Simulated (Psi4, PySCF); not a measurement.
Torsional profile of SMILES COC(=O)c1ccc([SiH3])cc1 (C8H10O2Si). Scanned: dihedral C1–O2–C3–O4; all other coordinates were relaxed at GFN2-xTB. Points at φ and −φ are mirror images. Heavy atoms are numbered in the order of the SMILES COC(=O)c1ccc([SiH3])cc1, hydrogens after them in the order of the atoms that carry them; the mirror image has the same energies with the sign of each dihedral reversed.

Computed with: RKS-B3LYP/6-311+G** = PySCF with restricted B3LYP/6-311+G**, spherical d, density fitting // GFN2-xTB; PBE-D3(BJ)/def2-SVP // GFN2-xTB (Psi4).

Energies relative to the lowest point of each profile, in mEh:

| φ / ° | RKS-B3LYP/6-311+G** |
|---|---|
| -150 | 19.7 |
| -120 | 20.5 |
| -90 | 20.1 |
| -60 | 13.9 |
| -30 | 5.0 |
| 0 | 0.0 |
| 30 | 5.0 |
| 60 | 13.9 |
| 90 | 20.1 |
| 120 | 20.5 |
| 150 | 19.7 |
| 180 | 20.4 |

Task: Estimate the PBE-D3(BJ)/def2-SVP values at these points.

Result: -150: 18.3; -120: 19.9; -90: 20.2; -60: 14.1; -30: 4.7; 0: 0.0; 30: 4.7; 60: 14.1; 90: 20.2; 120: 19.9; 150: 18.3; 180: 19.5 (mEh).
